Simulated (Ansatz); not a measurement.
One change: `N=C1C(F)[SiH]1F` becomes `N=C1[SiH2]C1F`.

Ansatz, PBE0-D4/def2-TZVP geometries, multiplicity 1. Each molecule was computed in one conformer, which needn't be the lowest.

| property | `N=C1C(F)[SiH]1F` |
| --- | --- |
| zero-point energy (PBE0-D4/def2-TZVP) / kJ/mol | 133.2 |
| HOMO–LUMO gap (ωB97M-V/def2-TZVPP) / eV | 9.88 |
| LUMO energy (B3LYP/def2-TZVPP) / eV | -2.02 |
| LUMO energy (PBE/def2-TZVPP) / eV | -2.81 |
| size of the dipole moment (ωB97M-V/def2-TZVPP) / D | 1.09 |
| HOMO energy (PBE/def2-TZVPP) / eV | -5.96 |

Give the same properties after the change, and the shifts. (Estimate.)

Ansatz gave: 
```
                                          property  `N=C1[SiH2]C1F`  shift
    zero-point energy (PBE0-D4/def2-TZVP) / kJ/mol            146.2   13.0
           HOMO–LUMO gap (ωB97M-V/def2-TZVPP) / eV             9.72  -0.16
               LUMO energy (B3LYP/def2-TZVPP) / eV            -1.72   0.30
                 LUMO energy (PBE/def2-TZVPP) / eV            -2.53   0.28
size of the dipole moment (ωB97M-V/def2-TZVPP) / D             3.51   2.42
                 HOMO energy (PBE/def2-TZVPP) / eV            -5.69   0.27
```

With PBE0 the HOMO rises by 0.37 eV and the LUMO rises by 0.29 eV, so the gap narrows by about 0.08 eV. PBE moves the HOMO by 0.27 eV and ωB97M-V by 0.42 eV. Dipoles are sizes alone; their direction can turn.

B3LYP here is the variant with VWN-RPA as its local correlation; programs differ in this.
